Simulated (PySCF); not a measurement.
## Unknown compound

Molecular formula: C₅H₄F₃NP₂. Simulated spectra:

¹H NMR (300 MHz, computed): δ 6.86 (m, 2H), 6.86 (m, 2H).

¹³C{¹H} NMR (computed): δ 140.8 (C), 129.8 (CH), 122.3 (CH).

- GIAO PBE0/pcSseg-1 shieldings
- geometry from GFN2-xTB
- program: PySCF
- gas phase, equivalent nuclei averaged, relativity neglected, a single conformation

Scale: ¹H (σ = 31.72 ppm) and ¹³C (σ = 186.93 ppm) against TMS (reference shieldings calculated alike).

Problem. Deduce the structure.

Solution. 
- 3 carbon signals for 5 carbons: some carbons are equivalent by symmetry or fast rotation.
- Carbon types of the structure: 1 × C, 4 × CH, which accounts for all hydrogens.
- δC 140.8: CF3 carbon; 3 electronegative neighbours deshield it.
- δC 129.8: aromatic CH next to a ring nitrogen.
- δC 122.3: aromatic CH.
- δH 6.86: hydrogen on an aromatic CH; aromatic region.
- δH 6.86: hydrogen on an aromatic CH next to a ring nitrogen; aromatic region.

Structure: SMILES P(=P/C(F)(F)F)/n1cccc1.

The data come from this structure; uniqueness wasn't tested.

Splittings by ¹⁹F and ³¹P in the carbon and heteronuclear signals aren't shown, as no couplings were computed. Shifts are as computed. Against solution values, carbons near 30 ppm lie about +3 ppm off and those near 130 ppm about +5 ppm. Of 1211 compounds with measured shifts, 218 miss one by over three times the rms of a fit or turn the order of signals round; such compounds aren't used in these exercises. No couplings were computed; multiplicities are counted from neighbouring protons, with m where these are inequivalent, close in shift, in a saturated or five-membered ring or joined by F or P, and br s for small geminal =CH2 splittings.
